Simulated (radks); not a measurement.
Excited configurations of Zn I: one electron is placed in a higher orbital outside [Ar] 3d10 4s1. The ground configuration is [Ar] 3d10 4s2. Calculated with a radial shooting solver on a logarithmic mesh with Libxc functionals: scalar-relativistic Kohn-Sham, PBE, spin-unpolarised, spherical densities, finite nucleus; Fermi nuclear charge, rms radius 3.9283 fm. Excitation = E - E(ground); binding = E(ion) - E, where the ion is the core of charge +1; n* = 1/sqrt(2 binding) in atomic units, and the quantum defect is n - n*.

| outer orbital | excitation (eV) | binding (eV) | n* | quantum defect | eigenvalue (eV) |
|---|---|---|---|---|---|
| 4p | 5.086 | 4.802 | 1.683 | 2.317 | -2.101 |
| 4d | 8.264 | 1.624 | 2.894 | 1.106 | -0.711 |
| 4f | 8.979 | 0.910 | 3.868 | 0.132 | -0.435 |
| 5s | 7.114 | 2.774 | 2.215 | 2.785 | -1.608 |
| 5p | 7.954 | 1.935 | 2.652 | 2.348 | -1.081 |
| 5f | 9.261 | 0.627 | 4.658 | 0.342 | -0.366 |
| 6s | 8.461 | 1.428 | 3.087 | 2.913 | -0.871 |
| 6p | 8.794 | 1.095 | 3.525 | 2.475 | -0.669 |
| 6f | 9.436 | 0.453 | 5.483 | 0.517 | -0.286 |
| 7f | 9.548 | 0.341 | 6.320 | 0.680 | -0.225 |

The Delta-SCF ionisation energy is 9.889 eV (NIST Atomic Spectra Database: 9.394 eV, measured). Self-interaction in the functional shifts the binding energies and quantum defects, so they are the method's values and not measured ones. Spin polarisation and multiplet splitting are left out, so open shells lie too high by an amount that depends on their filling.

Beside tabulated values, note that spin-unpolarised runs miss the spin-polarisation part of the exchange energy of open shells.
